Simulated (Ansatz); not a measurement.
Cost and result for the atomization energy of `N=C(O)[NH][AlH2]` (10 atoms, 9 bonds).

```csv
atom,x (Å),y (Å),z (Å)
N1,0.1011,1.6801,0.4133
C2,0.1430,0.8137,-0.5120
O3,0.3489,1.2157,-1.7834
N4,0.0065,-0.5550,-0.4431
Al5,-0.2785,-1.5897,0.9930
H6,-0.0584,1.2665,1.3255
H7,0.4322,2.1765,-1.7379
H8,0.0881,-0.9758,-1.3588
H9,-0.3995,-0.8964,2.4048
H10,-0.3836,-3.1355,0.6986
```

Total charge 0; spin multiplicity 1. The structure was optimised at the PBE0-D4/def2-TZVP level. It is one conformer, not always the lowest. Program: Ansatz. All runs use 4 threads of an Arm Neoverse V2 on a shared host. Times are those of one run each, without the atoms' runs, and a repeat can differ threefold. Electronic energies, without spin–orbit coupling; frozen cores. CCSD(T)/CBS adds CCSD(T) − MP2 in def2-TZVPP to the MP2 limit, and its time is that of the two runs behind it. T1 = 0.014. B3LYP takes the VWN-RPA correlation (the form of Gaussian; ORCA's B3LYP/G).

CCSD(T)/CBS is a level of theory with its own doubt, some kJ/mol a heavy atom from the limit and from the frozen cores, so smaller differences don't rank the functionals.

```
                             level  functions  wall time
   PBE-D4/def2-TZVPP (with forces)        236      1.8 s
                PBE0-D4/def2-TZVPP        236      1.9 s
 B3LYP-D4/def2-TZVPP (with forces)        236      2.8 s
r2SCAN-D4/def2-TZVPP (with forces)        236      3.3 s
                 B2PLYP/def2-TZVPP        236      3.6 s
                ωB97X-V/def2-TZVPP        236      5.5 s
  ωB97M-V/def2-TZVPP (with forces)        236      7.5 s
                    MP2/def2-QZVPP        448       12 s
                CCSD(T)/def2-TZVPP        236       73 s
                 CCSD(T)/CBS(def2)          –       85 s
```

Task: What atomization energy does each give, and how far from CCSD(T)/CBS? (Estimate.)

Result: Computed: 
```tsv
level	atomization (kJ/mol)	difference from CCSD(T)/CBS	per bond
PBE-D4/def2-TZVPP (with forces)	3724.5	115.1	12.8
PBE0-D4/def2-TZVPP	3610.8	1.4	0.2
B3LYP-D4/def2-TZVPP (with forces)	3625.9	16.5	1.8
r2SCAN-D4/def2-TZVPP (with forces)	3612.1	2.7	0.3
B2PLYP/def2-TZVPP	3576.8	-32.6	-3.6
ωB97X-V/def2-TZVPP	3635.3	25.9	2.9
ωB97M-V/def2-TZVPP (with forces)	3634.3	24.9	2.8
MP2/def2-QZVPP	3642.1	32.7	3.6
CCSD(T)/def2-TZVPP	3486.3	-123.1	-13.7
CCSD(T)/CBS(def2)	3609.4	0.0	0.0
```

The D4 term adds +30.4 kJ/mol with B3LYP and +15.8 kJ/mol with PBE0; it sums over pairs of atoms, weighted by their polarisabilities, and B3LYP, whose exchange is more repulsive, gets the larger term. In def2-TZVPP, CCSD(T) changes the Hartree–Fock value by +1099.1 kJ/mol (the triples alone add +71.5 kJ/mol) and MP2 by +1181.3 kJ/mol; breaking electron pairs costs correlation energy, which Hartree–Fock lacks. From PBE to PBE0 (25 % exact exchange), in def2-TZVPP and without D4, the atomization energy moves by −110.7 kJ/mol: exact exchange takes away binding that semilocal exchange gives to molecules.
